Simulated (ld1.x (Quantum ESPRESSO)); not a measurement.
## u(r) = r·R(r): atom against pseudo-atom (Cu)

Columns: radius, all-electron u(r) and pseudo u(r) of the 4s shell (level -17.12 eV) of copper in the configuration [Ar] 3d9.5 4s0 4p0; LDA (PZ), scalar-relativistic, ultrasoft scheme, ld1.x (Quantum ESPRESSO) 7.5.

```tsv
r (bohr)	all-electron	pseudo
0.113	-0.1468	-0.0286
0.225	-0.1231	-0.0584
0.338	0.1277	-0.0913
0.450	0.2921	-0.1277
0.563	0.3191	-0.1691
0.675	0.2466	-0.2150
0.788	0.1207	-0.2658
0.900	-0.0227	-0.3201
1.013	-0.1656	-0.3776
1.125	-0.2950	-0.4356
1.238	-0.4081	-0.4934
1.350	-0.5011	-0.5479
1.463	-0.5761	-0.5981
1.575	-0.6328	-0.6411
1.688	-0.6740	-0.6760
1.800	-0.7008	-0.7010
1.913	-0.7156	-0.7156
2.025	-0.7200	-0.7200
2.138	-0.7156	-0.7156
2.250	-0.7042	-0.7042
2.363	-0.6870	-0.6870
2.475	-0.6653	-0.6653
2.588	-0.6400	-0.6400
2.700	-0.6125	-0.6125
2.813	-0.5829	-0.5829
2.925	-0.5526	-0.5526
```

Task: How many radial nodes do the two functions have?

Result: The all-electron 4s function has n − l − 1 = 3 (the table is too coarse to show those close to the nucleus); the pseudo-wave has 0, since the states of the same l below it are removed with the core.

Task: At about which radius was the pseudo-wave matched?

Result: 1.90 bohr, where the columns begin to agree (steps of 0.11 bohr).

Task: Where does each function peak?

Result: Outermost all-electron maximum near 2.02 bohr, pseudo maximum near 2.02 bohr (to the table’s step).

Task: Is the pseudo-wave norm-conserving?

Result: No, it belongs to an ultrasoft set: the norm inside the radius is not constrained, and the difference is carried by the augmentation charge.
